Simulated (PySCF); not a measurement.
N-methyl-N-silylmethanamine (C2H9NSi), SMILES CN(C)[SiH3].

The structure is a stationary point at B3LYP-D3(BJ)/def2-SVP.

Method: PBE0/def2-TZVP (PySCF).

Isolated molecule, no solvent.

| Property | Value |
|---|---|
| total energy | -425.63895 hartree |
| point group | Cs |
| highest occupied level | -6.36 eV |
| lowest empty level | 0.53 eV |
| orbital gap | 6.89 eV |
| dipole moment | 0.95 D |
| quadrupole, principal values (traceless, Buckingham form, about the centre of nuclear charge) | -2.16, 0.08, 2.09 D·Å |
| mean static polarisability | 61.1 bohr³ (9.05 Å³) |
| polarisability, principal values | 54.3, 61.5, 67.4 bohr³ |
